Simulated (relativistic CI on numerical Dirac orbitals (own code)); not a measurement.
Calculated at this level of theory: Dirac-Coulomb-Breit CI, KLI orbitals optimised for each configuration, model QED, unscaled Slater integrals (own radial code, finite nucleus).

The strongest absorption lines from the ground level of an ion, among the configurations computed and to levels below about 1820 eV (vacuum wavelength in nm, gf): 2.1494 (0.2), 2.1866 (0.75), 2.3248 (1), 3.2647 (0.1), 3.4910 (1.2), 3.5080 (0.8), 3.5403 (0.36), 3.5442 (0.26).

(1) Which ion is it?
A. Yb50+
B. Pt58+
C. W54+
D. Yb52+

Answers

(1) A. Yb50+ has 20 electrons and the ground level 3s2 3p6 3d2 3F_2; the strongest line goes to 3s2 3p5 3d3 3G°_3. The pattern of lines fixes the number of electrons, and along that sequence the line energies rise steadily with the charge (about as its square where n changes within one kind of shell, about linearly where n is kept but much faster in heavy ions where fine structure, which grows about as Z⁴, sets the gap, and irregularly where shells cross), which fixes Z. Configurations outside the model, such as inner-shell arrays, can give stronger lines. At this charge energies of transitions that change n are usually good to better than 1 %, and those within a shell (Δn = 0) to a few per cent.

LS names give the leading component of a level, which can be under half, so a name can repeat, a term be missing and a line seem to break the LS rules.
